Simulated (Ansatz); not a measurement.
HFGe, SMILES `[F][GeH]` (lower singlet) (charge 0, multiplicity 1). This singlet lies 1.89 eV below the relaxed triplet at the level composite: frozen-core CCSD(T) with HF/cc-pVQZ and the correlation energy extrapolated as X^-3 from cc-pVTZ and cc-pVQZ, plus CCSDT(Q) minus CCSD(T) in cc-pVDZ // PBE0-D3(BJ)/def2-TZVP (Ansatz, a program for electronic structure).

Level of theory: Ansatz with r2SCAN0/cc-pVTZ // PBE0-D3(BJ)/def2-TZVP.

Ansatz 0.2 input:
```yaml
crystal:
  periodic: [false, false, false]
  atoms:
    - { symbol: F, position_ang: [1.278729, -0.340793, -0.000004] }
    - { symbol: Ge, position_ang: [-0.090588, 0.759383, -0.000001] }
    - { symbol: H, position_ang: [-1.18814, -0.418589, 0.000005] }
basis:
  gaussian: { orbitals: cc-pVTZ }
hamiltonian:
  xc: r2scan0
```

Output:

```
Functional definition: r2SCAN0
620 factors; their error is unknown
mean field evaluation 1: about -59248.8885 eV, gradient 3.6e1 eV
mean field evaluation 2: about -59242.4819 eV, gradient 7.4e1 eV
mean field evaluation 4: about -59250.8433 eV, gradient 1.4e0 eV
mean field evaluation 8: about -59251.0598 eV, gradient 4.8e-2 eV
mean field -59251.05985165 eV, -2177.4362877374 hartree, gradient 3.4e-5 eV, S^2 0.000000; 0 other end points of the search recorded, 0 dependent functions left out
reference -59251.05985847 eV, -2177.4362879881 hartree; 21, 21 occupied and 66, 66 virtual orbitals, 620 factors
Total energy: -59251.05985847 eV, -2177.4362879881 hartree
```
